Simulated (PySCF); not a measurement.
This PySCF input asks for the NMR shieldings of `B[Si@H](CCC=C)SC`, C5H13BSSi; the geometry comes from GFN2-xTB.

```python
import basis_set_exchange as bse
import numpy as np
from pyscf import gto, dft
from pyscf.prop import nmr

atoms = """
B    -1.151851   -2.650036    1.522761
Si   -1.386871   -1.276581    0.163566
C     0.222132   -0.684736   -0.708261
C     1.232657   -0.070151    0.267451
C     2.450499    0.405084   -0.457994
C     2.829605    1.666618   -0.540141
S    -2.208027    0.457534    1.208794
C    -2.342173    1.645078   -0.163702
H    -0.372617   -2.539309    2.386542
H    -1.791114   -3.627621    1.507796
H    -2.348792   -1.470118   -0.941305
H    -0.011703    0.050216   -1.481431
H     0.687848   -1.527505   -1.222567
H     0.772425    0.764321    0.800072
H     1.523529   -0.822911    1.005482
H     3.020050   -0.369257   -0.957712
H     2.279144    2.456656   -0.054637
H     3.708659    1.966144   -1.085513
H    -2.816737    2.533195    0.239639
H    -2.953113    1.220747   -0.953982
H    -1.352470    1.889571   -0.535328
"""
names = dict.fromkeys(["B", "Si", "C", "S", "H"], "pcSseg-1")
basis = {el: gto.basis.parse(bse.get_basis(n, elements=[el], fmt="nwchem")) for el, n in names.items()}
mol = gto.M(atom=atoms, basis=basis, charge=0, verbose=0)
mf = dft.RKS(mol, xc="PBE0")
mf.grids.level = 2
mf.grids.alignment = dft.numint.BLKSIZE   # the property module wants whole blocks of grid points
mf.conv_tol = 1e-9
mf.kernel()

calc = nmr.RKS(mf)   # GIAO
C = mf.mo_coeff
Co = C[:, mf.mo_occ > 0]
resp = mf.gen_response(singlet=True, hermi=2)
def vind(x):   # induced exchange potential for any number of trial vectors
    d = np.einsum("pi,xij,qj->xpq", C, 2 * x.reshape(-1, C.shape[1], Co.shape[1]), Co, optimize=True)
    return np.einsum("xpq,pi,qj->xij", resp(d - d.transpose(0, 2, 1)), C, Co, optimize=True).ravel()
mo1, _ = nmr.rhf.solve_mo1(calc, with_cphf=vind)
sigma = calc.kernel(mo1)
for i, s in enumerate(sigma):   # ppm
    w = np.linalg.eigvalsh((s + s.T) / 2)
    print("%2d %-2s iso %8.1f  s11 %8.1f  s22 %8.1f  s33 %8.1f" % (i, mol.atom_pure_symbol(i), w.mean(), *w))
```

Question: What does it print?

Answer: 
```
 0 B  iso    -14.4  s11   -134.4  s22    -62.1  s33    153.2
 1 Si iso    370.1  s11    323.7  s22    370.9  s33    415.5
 2 C  iso    171.1  s11    153.4  s22    161.5  s33    198.4
 3 C  iso    152.8  s11    140.0  s22    148.2  s33    170.2
 4 C  iso     35.6  s11    -88.9  s22     42.8  s33    153.0
 5 C  iso     67.0  s11    -42.2  s22     86.4  s33    156.8
 6 S  iso    723.4  s11    607.9  s22    670.9  s33    891.5
 7 C  iso    172.7  s11    159.9  s22    168.2  s33    190.1
 8 H  iso     21.2  s11      6.9  s22     28.0  s33     28.6
 9 H  iso     21.1  s11      8.9  s22     26.3  s33     28.1
10 H  iso     26.6  s11     22.1  s22     24.8  s33     32.9
11 H  iso     30.8  s11     27.4  s22     30.1  s33     34.9
12 H  iso     30.9  s11     26.2  s22     29.8  s33     36.8
13 H  iso     29.1  s11     23.9  s22     31.4  s33     32.1
14 H  iso     29.5  s11     24.6  s22     28.7  s33     35.2
15 H  iso     25.5  s11     22.9  s22     24.9  s33     28.8
16 H  iso     26.3  s11     23.1  s22     25.4  s33     30.4
17 H  iso     26.5  s11     23.8  s22     25.3  s33     30.4
18 H  iso     29.6  s11     23.9  s22     26.4  s33     38.5
19 H  iso     29.9  s11     24.6  s22     27.1  s33     37.8
20 H  iso     29.6  s11     23.1  s22     29.7  s33     36.0
```

These numbers come from an equivalent density-fitted implementation of the same equations, which agrees with the script to about 0.01 ppm for H and up to a few tenths of a ppm for heavy atoms, so last digits may differ.

Size and cost of the density-fitted run: 215 basis functions, 91 s wall time on 1 thread of an Arm Neoverse N1, shared host; peak memory 0.97 GiB.
